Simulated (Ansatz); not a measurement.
```yaml
crystal:
  periodic: [false, false, false]
  atoms:
    - {symbol: N, position_ang: [-0.485898, 0.871692, 0.936351]}
    - {symbol: Sn, position_ang: [0.372874, -0.328605, -0.405265]}
    - {symbol: Cl, position_ang: [2.079662, -1.460175, 0.630446]}
    - {symbol: Cl, position_ang: [-1.009780, -1.913285, -1.362865]}
    - {symbol: Cl, position_ang: [1.193161, 0.971588, -2.109158]}
    - {symbol: H, position_ang: [-1.231513, 1.428414, 0.535171]}
    - {symbol: H, position_ang: [-0.857206, 0.362269, 1.729720]}
basis:
  gaussian: {orbitals: def2-TZVPP}
hamiltonian: {xc: {name: B97M-V}}
output: {forces: true}
```

```sh
$ ansatz run in.yaml --threads 2 --pin off --events-out ev --progress --plain --max-ram 32768MiB --backend cpu
```

It prints (some lines left out):

```
Functional definition: B97M-V
1543 factors; their error is unknown
mean field evaluation 1: about -44909.1314 eV, gradient 6.7e1 eV
mean field evaluation 2: about -44864.6271 eV, gradient 1.3e2 eV
mean field evaluation 4: about -44918.0343 eV, gradient 1.1e1 eV
mean field evaluation 8: about -44918.2688 eV, gradient 1.1e-1 eV
mean field evaluation 16: about -44918.2462 eV, gradient 3.1e-3 eV
mean field -44918.24616829 eV, -1650.7151000038 hartree, gradient 3.0e-5 eV, S^2 0.000000; 0 other end points of the search recorded, 0 dependent functions left out
reference -44918.24623344 eV, -1650.7151023981 hartree; 41, 41 occupied and 194, 194 virtual orbitals, 1543 factors
Total energy: -44918.24623344 eV, -1650.7151023981 hartree
Atom 0 at    -0.485898     0.871692     0.936351 Å, force    -0.118825     0.154985     0.175729 eV/Å
Atom 1 at     0.372874    -0.328605    -0.405265 Å, force    -0.017891    -0.056544    -0.045569 eV/Å
Atom 2 at     2.079662    -1.460175     0.630446 Å, force     0.065916    -0.032077     0.051523 eV/Å
Atom 3 at    -1.009780    -1.913285    -1.362865 Å, force    -0.061490    -0.080965    -0.051461 eV/Å
Atom 4 at     1.193161     0.971588    -2.109158 Å, force     0.031639     0.062977    -0.055366 eV/Å
Atom 5 at    -1.231513     1.428414     0.535171 Å, force     0.097773    -0.159964     0.114679 eV/Å
Atom 6 at    -0.857206     0.362269     1.729720 Å, force     0.002878     0.111588    -0.189535 eV/Å
Dipole moment:    -0.394830     0.194003     0.297503 e Å
```

Hardware: 2 threads of a server CPU on a shared host. Wall time 21 s, peak host memory 0.53 GiB.
